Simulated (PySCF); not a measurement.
Identify the unknown among the candidates.

| technique | computed result |
| --- | --- |
| Polarisability | 100.7 au [CAM-B3LYP/def2-SVPD] |
| UV, first state | lowest singlet excitation: 3.66 eV (338 nm, f = 0.000) [TDDFT CAM-B3LYP/def2-SVPD] |
| Dipole | 2.26 D [CAM-B3LYP/def2-SVPD] |
| UV, strongest line | among the 8 lowest singlet transitions: S2 at 4.75 eV (261 nm, f = 0.237) [TDDFT CAM-B3LYP/def2-SVPD] |
| Rotational structure | rotational constants A, B, C: 2.750, 0.893, 0.695 GHz [GFN2-xTB] |
| Triplet | lowest triplet excitation (Tamm–Dancoff): 2.86 eV [TDA CAM-B3LYP/def2-SVPD] |

Gas-phase values; electronic properties from PySCF, density fitting. Levels stand in brackets. One conformer (not necessarily the lowest) at the GFN2-xTB geometry, without solvent, vibrations or thermal averaging.

**Question.** Which candidate is it?
A. `Cc1ccc(C=O)cc1`
B. `C#C/C(C=O)=C/CC=C`
C. `O=CCc1ccccc1`

**Answer.** B. It is `C#C/C(C=O)=C/CC=C`. Numbering: `[CH:1]#[C:2]/[C:3]([CH:4]=[O:5])=[CH:6]/[CH2:7][CH:8]=[CH2:9]`. Its formula, C8H8O, gives 5 degrees of unsaturation: 0 rings and 5 π bonds in the structure found. S1 is mainly HOMO−1→LUMO (weight 0.74); the largest Löwdin shares of the orbital it empties are 0.46 on the aldehyde oxygen, 0.12 on the aldehyde carbon, 0.07 on the terminal =CH2 carbon and 0.07 on an alkene CH carbon, of the orbital it fills 0.27 on an alkene CH carbon, 0.17 on the aldehyde carbon, 0.16 on the aldehyde oxygen and 0.15 on the fully substituted alkene carbon. The optimised geometry has point group C1 and is an asymmetric top.

The others, at the same levels:
- `O=CCc1ccccc1` fails: its computed lowest singlet excitation is 4.31 eV (288 nm, f = 0.004) (against 3.66 eV), lowest triplet excitation (Tamm–Dancoff) is 3.71 eV (against 2.86 eV) and strongest line among the 8 lowest singlet transitions is S6 at 6.99 eV (177 nm, f = 0.420) (against S2 at 4.75 eV).
- `Cc1ccc(C=O)cc1` fails: its computed lowest singlet excitation is 3.91 eV (317 nm, f = 0.000) (against 3.66 eV), lowest triplet excitation (Tamm–Dancoff) is 3.39 eV (against 2.86 eV) and strongest line among the 8 lowest singlet transitions is S6 at 6.79 eV (183 nm, f = 0.504) (against S2 at 4.75 eV).

Each candidate is one conformer, not necessarily the lowest. Dipoles, sizes and rotational constants follow the conformer. The torsions of the flexible species, by atom-mapped SMILES:
- `[CH:1]#[C:2]/[C:3]([CH:4]=[O:5])=[CH:6]/[CH2:7][CH:8]=[CH2:9]`: C2–C3–C4–O5 -177°, C3–C6–C7–C8 173°, C6–C7–C8–C9 -126°
- `[O:1]=[CH:2][CH2:3][c:4]1[cH:5][cH:6][cH:7][cH:8][cH:9]1`: O1–C2–C3–C4 -122°, C2–C3–C4–C5 -85°
- `[CH3:1][c:2]1[cH:3][cH:4][c:5]([CH:6]=[O:7])[cH:8][cH:9]1`: C4–C5–C6–O7 0°
